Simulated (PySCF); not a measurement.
F₂Si, charge +1, doublet, at a GFN2-xTB geometry (a state made from the parent by changing its charge; the spin is typed, not shown lowest); PySCF with M062X/6-311G**.

PySCF was given this input:
```python
from pyscf import gto, scf, dft

mol = gto.Mole()
mol.atom = '''
    F    -1.315517   -0.404628    0.010450
    Si   -0.017402    0.449927    0.037357
    F     1.342587   -0.295259   -0.068561
'''
mol.basis = '6-311g**'
mol.charge = 1
mol.spin = 1
mol.verbose = 4
mol.build()

mf = dft.UKS(mol)
mf.xc = 'm062x'
mf.kernel()
mf.analyze()
```

The log (banner, timings and long lists left out):

```
PySCF version 2.14.0

[INPUT] verbose = 4
[INPUT] num. atoms = 3
[INPUT] num. electrons = 31
[INPUT] charge = 1
[INPUT] spin (= nelec alpha-beta = 2S) = 1
[INPUT] symmetry False subgroup None
[INPUT] Mole.unit = angstrom
[INPUT] Symbol           X                Y                Z      unit          X                Y                Z       unit  Magmom
[...]
nuclear repulsion = 101.896458033467
number of shells = 28
number of NR pGTOs = 107
number of NR cGTOs = 62
basis = 6-311g**
ecp = {}

******** <class 'pyscf.dft.uks.UKS'> ********
method = UKS
initial guess = minao
damping factor = 0
level_shift factor = 0
DIIS = <class 'pyscf.scf.diis.CDIIS'>
diis_start_cycle = 1
diis_space = 8
diis_damp = 0
SCF conv_tol = 1e-09
SCF conv_tol_grad = None
SCF max_cycles = 50
direct_scf = True
direct_scf_tol = 1e-13
number electrons alpha = 16  beta = 15
XC library pyscf.dft.libxc version 7.1.2
    S. Lehtola, C. Steigemann, M. J. T. Oliveira, and M. A. L. Marques,  SoftwareX 7, 1–5 (2018)
XC functionals = m062x
    Y. Zhao and D. G. Truhlar,  Theor. Chem. Acc. 120, 215 (2008)
    Y. Zhao and D. G. Truhlar,  Theor. Chem. Acc. 120, 215 (2008)
radial grids:
    Treutler-Ahlrichs [JCP 102, 346 (1995); DOI:10.1063/1.469408] (M4) radial grids

becke partition: Becke, JCP 88, 2547 (1988); DOI:10.1063/1.454033
pruning grids: <function nwchem_prune>
grids dens level: 3
symmetrized grids: False
atomic radii adjust function: <function treutler_atomic_radii_adjust>
small_rho_cutoff = 0
Set gradient conv threshold to 3.16228e-05
tot grids = 47704
init E= -489.387388407701

cycle= 1 E= -488.741575091628  delta_E= 0.646  |g|= 0.487  |ddm|= 1.22
cycle= 2 E= -488.701524086668  delta_E= 0.0401  |g|= 0.674  |ddm|= 0.877
cycle= 3 E= -488.845939668328  delta_E= -0.144  |g|= 0.0532  |ddm|= 0.349
cycle= 4 E= -488.846941619337  delta_E= -0.001  |g|= 0.00934  |ddm|= 0.0496
cycle= 5 E= -488.847026114552  delta_E= -8.45e-05  |g|= 0.00267  |ddm|= 0.0253
cycle= 6 E= -488.847033288614  delta_E= -7.17e-06  |g|= 0.000717  |ddm|= 0.00569
cycle= 7 E= -488.847034058809  delta_E= -7.7e-07  |g|= 0.000283  |ddm|= 0.00148
cycle= 8 E= -488.847034158716  delta_E= -9.99e-08  |g|= 6.52e-05  |ddm|= 0.000584
cycle= 9 E= -488.847034164891  delta_E= -6.18e-09  |g|= 2.53e-05  |ddm|= 0.000124
cycle= 10 E= -488.847034165546  delta_E= -6.54e-10  |g|= 1.07e-05  |ddm|= 3.96e-05
Extra cycle  E= -488.847034165581  delta_E= -3.49e-11  |g|= 1.23e-05  |ddm|= 1.19e-05
converged SCF energy = -488.847034165581  <S^2> = 0.7521591  2S+1 = 2.0021579
**** SCF Summaries ****
Total Energy =                        -488.847034165580510
Nuclear Repulsion Energy =             101.896458033467354
One-electron Energy =                 -872.530989880856623
Two-electron Energy =                  281.787497681808759
Two-electron Coulomb Energy =          323.340799992748089
DFT Exchange-Correlation Energy =      -41.553302310939344
**** MO energy ****
                             alpha | beta                alpha | beta
[...]
To work with the spin densities directly, `use mulliken_meta_spin()` only printing them here.

 ** Mulliken spin pop alpha/beta on meta-lowdin orthogonal AOs **
 ** Mulliken Spin Density (per AO)  **
spin_pop of  0 F 1s       -0.00000
spin_pop of  0 F 2s        0.00261
spin_pop of  0 F 3s        0.00053
spin_pop of  0 F 4s        0.00000
spin_pop of  0 F 2px       0.02127
spin_pop of  0 F 2py       0.07032
spin_pop of  0 F 2pz      -0.00781
spin_pop of  0 F 3px       0.00002
spin_pop of  0 F 3py       0.00071
spin_pop of  0 F 3pz       0.00002
spin_pop of  0 F 4px       0.00001
spin_pop of  0 F 4py       0.00013
spin_pop of  0 F 4pz      -0.00000
spin_pop of  0 F 3dxy      0.00011
spin_pop of  0 F 3dyz      0.00001
spin_pop of  0 F 3dz^2     0.00005
spin_pop of  0 F 3dxz      0.00001
spin_pop of  0 F 3dx2-y2    0.00001
spin_pop of  1 Si 1s        0.00000
spin_pop of  1 Si 2s        0.00009
spin_pop of  1 Si 3s        0.54116
spin_pop of  1 Si 4s        0.00149
spin_pop of  1 Si 5s        0.00013
spin_pop of  1 Si 6s        0.00016
spin_pop of  1 Si 2px       0.00000
spin_pop of  1 Si 2py       0.00001
spin_pop of  1 Si 2pz       0.00000
spin_pop of  1 Si 3px      -0.01032
spin_pop of  1 Si 3py       0.25324
spin_pop of  1 Si 3pz       0.01601
spin_pop of  1 Si 4px      -0.00017
spin_pop of  1 Si 4py       0.01207
spin_pop of  1 Si 4pz       0.00152
spin_pop of  1 Si 5px       0.00021
spin_pop of  1 Si 5py       0.00004
spin_pop of  1 Si 5pz       0.00000
spin_pop of  1 Si 6px      -0.00000
spin_pop of  1 Si 6py       0.00005
spin_pop of  1 Si 6pz       0.00000
spin_pop of  1 Si 3dxy      0.00016
spin_pop of  1 Si 3dyz     -0.00055
spin_pop of  1 Si 3dz^2     0.00247
spin_pop of  1 Si 3dxz      0.00099
spin_pop of  1 Si 3dx2-y2    0.00524
spin_pop of  2 F 1s       -0.00000
spin_pop of  2 F 2s        0.00261
spin_pop of  2 F 3s        0.00053
spin_pop of  2 F 4s        0.00000
spin_pop of  2 F 2px       0.02764
spin_pop of  2 F 2py       0.06357
spin_pop of  2 F 2pz      -0.00742
spin_pop of  2 F 3px       0.00001
spin_pop of  2 F 3py       0.00071
spin_pop of  2 F 3pz       0.00002
spin_pop of  2 F 4px       0.00002
spin_pop of  2 F 4py       0.00012
spin_pop of  2 F 4pz      -0.00000
spin_pop of  2 F 3dxy      0.00010
spin_pop of  2 F 3dyz      0.00001
spin_pop of  2 F 3dz^2     0.00005
spin_pop of  2 F 3dxz      0.00001
spin_pop of  2 F 3dx2-y2    0.00002
 ** Mulliken Spin Density (per atom)  **
spin density of  0 F =      0.08799
spin density of  1 Si =      0.82401
spin density of  2 F =      0.08799
 ** Mulliken pop alpha/beta on meta-lowdin orthogonal AOs **
 ** Mulliken pop       alpha | beta **
In total            16.00000 | 15.00000
 ** Mulliken atomic charges   ( Nelec_alpha | Nelec_beta ) **
charge of  0F =     -0.33303  (     4.71051      4.62252 )
charge of  1Si =      1.66605  (     6.57898      5.75497 )
charge of  2F =     -0.33302  (     4.71051      4.62251 )

WARN: System has nonzero charge 1; the dipole moment is origin-dependent.
Location of origin: [0. 0. 0.]

Dipole moment(X, Y, Z, Debye): -0.13238,  3.42096,  0.28419
```
